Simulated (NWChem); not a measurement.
C$_{3}$H$_{3}$N$_{2}$, doublet; SMILES c1c[nH]n[c]1

```xyz
8

C     -1.2069    -0.0500     0.0000
N     -0.5864     1.0988     0.0000
N      0.7259     0.7555     0.0000
C      0.9144    -0.5987     0.0000
C     -0.3568    -1.1825     0.0000
H      1.4414     1.4842     0.0000
H      1.9174    -1.0431     0.0000
H     -0.6068    -2.2474     0.0000
```
Atoms are numbered in this order, from 1.

Program: NWChem. Geometry optimised at PBE-D3(BJ)/def2-SVP; all other runs use it. Spin-unrestricted. In the optimisation the excess spin sits in a' (Cs, its own frame). Vzz has the sign of the potential's second derivative.

```tsv
quantity	level	value
cavity-dispersion-structure term (kcal/mol) in chloroform	M05-2X/def2-SVP, SMD	0.0
Vzz N2 (a.u.)	PBE0/cc-pVTZ	[?]
charge (e), ESP N2	B3LYP/def2-SVP	-0.39
highest occupied level (eV)	MN15/def2-SVP	-7.84
dipole (D)	PBE-D3(BJ)/def2-SVP	[?]
highest harmonic frequency (cm⁻¹)	PBE-D3(BJ)/def2-SVP	[?]
```

Complete the blanks.


- Vzz N2 (a.u.), value: -0.980
- dipole (D), value: 3.13
- highest harmonic frequency (cm⁻¹), value: 3554
